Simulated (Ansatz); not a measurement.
Reaction (ligand exchange at the Si–O bond): `O[SiH2]OCS` + `C[SiH2]N` → `C[SiH2]N[SiH2]O` + `OCS`

Calculated with Ansatz (gas phase, PBE0-D4/def2-TZVP geometries, no zero-point term in ΔE). CBS: MP2 limit from def2 TZ/QZ plus the TZ coupled-cluster correction, frozen cores. DFT in def2-TZVPP. Each species was taken in one conformer, which may not be the lowest.

```tsv
level	ΔE (kcal/mol)
PBE0-D4	10.5
HF/def2-TZVPP	11.0
```

Problem. What does CCSD(T)/CBS give? (Best estimate.)

Solution. Computed: +10.7 kcal/mol. The listed levels differ from it by -0.2, 0.3 kcal/mol.

Largest T1 diagnostic among the species: 0.012.
